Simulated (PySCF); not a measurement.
TMS, C₄H₁₂Si.
SMILES with atom numbers: `[CH3:1][Si:2]([CH3:3])([CH3:4])[CH3:5]` (hydrogens: H6, H7, H8 on C1; H9, H10, H11 on C3; H12, H13, H14 on C4; H15, H16, H17 on C5)

Geometry (GFN2-xTB, Å), atoms numbered from 1 in this order:
```xyz
17
C4H12Si angstrom
C     -0.4066   -1.2134   -1.4194
Si    -0.0012   -0.0007   -0.0018
C      0.0081    1.7855   -0.6754
C     -1.3198   -0.1549    1.3703
C      1.7161   -0.4155    0.7216
H     -1.3797   -1.0036   -1.8532
H     -0.4187   -2.2416   -1.0702
H      0.3270   -1.1480   -2.2173
H      0.2425    2.5019    0.1064
H     -0.9581    2.0579   -1.0892
H      0.7465    1.9077   -1.4621
H     -2.3121    0.0753    0.9941
H     -1.3509   -1.1605    1.7791
H     -1.1170    0.5258    2.1917
H      1.7463   -1.4264    1.1171
H      2.4931   -0.3368   -0.0328
H      1.9775    0.2592    1.5312
```

Method: HCTH407/6-31++G** in PySCF (dipole) on a GFN2-xTB geometry, gas phase.

Masses are those of the commonest isotopes; rigid-rotor values at the optimised geometry. 

(1) What are A, B and C (cm⁻¹)?

(2) What kind of rotor is it?

Results:

(1) Ia = 167.53, Ib = 167.76, Ic = 167.83 u·Å²; 505379 MHz·u·Å²/I gives 3017, 3012 and 3011 MHz, that is A = 0.10063, B = 0.10049, C = 0.10045 cm⁻¹.

(2) A spherical top, as the point group Td requires three equal moments; the computed ones differ by 0.18 % because the geometry is symmetric only within the optimiser's tolerance.

The point group Td allows no dipole (computed: 0.00 D), so a rigid rotor has no electric-dipole lines.

Q: Estimate the classical rotational partition function at 10 K, 25 K and 200 K.

A: Point group Td, symmetry number σ = 12; q = (√π/σ)·√((kT/h)³/(ABC)), k/h = 20836.6 MHz/K: 84.9 at 10 K, 336 at 25 K, 7600 at 200 K.

Stationary, but not proved a minimum. No vibrational averaging or centrifugal distortion is included, and the geometry carries the error of its method.
